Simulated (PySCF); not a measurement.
A structure optimised at PBE-D3(BJ)/def2-SVP, used in a PySCF frequency run:

```
C
F 1 1.3912
H 1 1.1150 2 107.04
C 1 1.5450 3 109.86 2 124.66
H 4 1.1055 1 117.14 3 -35.34
H 4 1.1109 5 109.18 1 124.23
C 1 1.5450 3 109.86 2 -124.66
H 7 1.1055 1 117.14 3 35.34
H 7 1.1109 8 109.18 1 -124.23
Si 4 1.9128 5 124.52 6 130.22
H 10 1.5027 4 118.70 5 -103.79
H 10 1.5031 11 109.65 4 -134.57
```

**Question.** Write its SMILES, formula and point group.

**Answer.** FC1C[SiH2]C1, C3H7FSi, Cs

**Question.** What are its rotational constants (standard atomic weights)?

**Answer.** 8.6998, 2.7719, 2.3060 GHz
